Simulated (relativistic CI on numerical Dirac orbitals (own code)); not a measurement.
## Hyperfine structure of Ta32+, mass number 181

Computed by Dirac-Coulomb-Breit CI, orbitals from a KLI potential per configuration, QED by a radiative potential, unscaled Slater integrals (own radial code, finite nucleus).

Configurations in the expansion (outside the closed core [Ar] 3d10): 4s²4p⁶4d⁵, 4s²4p⁵4d⁶, 4s²4p⁶4d⁴4f, 4s4p⁶4d⁵4f, 4p⁶4d⁷, 4p⁵4d⁸, 4s²4p⁶4d³5s², 4s²4p⁶4d²4f5s², 4s4p⁶4d³4f5s². Double excitations out of closed p, d and f shells are left out; levels of such configurations are missing from the list, as are those of other unlisted configurations, and high levels can miss mixing partners.

Nuclear spin I = 7/2, μ = 2.365 μN, Q = 3.17 b (tables of Stone and Pyykkö). The electronic factors are computed for point nuclear moments, without core polarisation or the Bohr-Weisskopf and QED corrections.

```json
{"Level": "4s²4p⁶4d⁵ ⁴P1/2", "E (eV)": "20.7482", "A (MHz)": "-3852", "B (MHz)": ""}
{"Level": "4s²4p⁶4d⁵ ²D3/2", "E (eV)": "27.2653", "A (MHz)": "15220", "B (MHz)": "-52400"}
{"Level": "4s²4p⁶4d⁵ ⁴D7/2", "E (eV)": "30.5945", "A (MHz)": "6130", "B (MHz)": "-6790"}
{"Level": "4s²4p⁶4d⁵ ²I11/2", "E (eV)": "31.1015", "A (MHz)": "8829", "B (MHz)": "1790"}
{"Level": "4s²4p⁶4d⁵ ⁴G9/2", "E (eV)": "31.9500", "A (MHz)": "7625", "B (MHz)": "-9190"}
```

Levels with J = 0, under 50 % of one LS term, or S terms without an open s electron are left out. Small factors come from cancelling terms and can be off by tens of per cent or more.

At this charge energies of transitions that change n are usually good to better than 1 %, and those within a shell (Δn = 0) to a few per cent. Terms inside the open d or f shell come out 10 to 20 % too wide with unscaled integrals.

Task: Give the hyperfine levels of 4s²4p⁶4d⁵ ²D3/2 relative to its centre of gravity.

Result: With K = F(F + 1) − I(I + 1) − J(J + 1), E = AK/2 + B[¾K(K + 1) − I(I + 1)J(J + 1)]/[2I(2I − 1)J(2J − 1)]: F = 2: -130800, F = 3: -47720, F = 4: 28120, F = 5: 66810 MHz.

LS names give the leading component of a level, which can be under half, so a name can repeat, a term be missing and a line seem to break the LS rules.
